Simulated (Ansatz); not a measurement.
`C[SiH](F)P` + H₂O → `C[SiH](O)F` + PH₃ at 400 K and 1 bar (formal hydrolysis of the Si–P bond).

Computed with Ansatz on PBE0-D4/def2-TZVP structures; ΔE is electronic, products minus reactants. CCSD(T)/CBS is the MP2 limit (def2-TZVPP, def2-QZVPP) plus CCSD(T) − MP2 in def2-TZVPP, frozen cores. This one scheme is used for every species. One conformer a species, not always the lowest.

```csv
species,CCSD(T)/CBS energy (Eh),H − E (kJ/mol),S (J/(mol·K))
`C[SiH](F)P`,-771.55123,206.1,373.2
H₂O,-76.37941,69.8,198.6
`C[SiH](O)F`,-505.24344,193.1,344.5
PH₃,-342.72256,77.1,221.7
```

H − E and S are ideal-gas, rigid-rotor, harmonic terms from PBE0-D4/def2-TZVP, for one conformer and one mirror image of each species. 1 Eh = 2625.50 kJ/mol, R = 8.31446 J/(mol·K).

Task: By hand: ΔE, ΔH, ΔS and ΔG.

Result: ΔE = (-505.24344) + (-342.72256) − (-771.55123) − (-76.37941) = -0.03536 Eh = -92.8 kJ/mol. Δ(H − E) = 193.1 + 77.1 − 206.1 − 69.8 = -5.7, so ΔH = -98.5 kJ/mol. ΔS = 344.5 + 221.7 − 373.2 − 198.6 = -5.6 J/(mol·K). ΔG = -98.5 − 400 × (-5.6)/1000 = -96.3 kJ/mol.

Task: By hand: the equilibrium constant, and the temperature at which ΔG would vanish if ΔH and ΔS stayed fixed.

Result: log₁₀ K = −ΔG/(RT ln 10) = 12.6. ΔG = 0 at ΔH/ΔS = 17589 K, far beyond where these terms or the molecules hold.

The number of gas molecules stays the same, so ΔS is small and ΔH decides. A doubt of 5 kJ/mol in ΔE shifts log₁₀ K by 0.7 here. Other conformers and mirror images would add mixing entropy, several J/(mol·K) or more a flexible species. These are equilibria of isolated gas molecules and say nothing of rates. Largest T1 diagnostic: 0.013 (customary marks: 0.02 for closed shells, 0.045 for open ones).
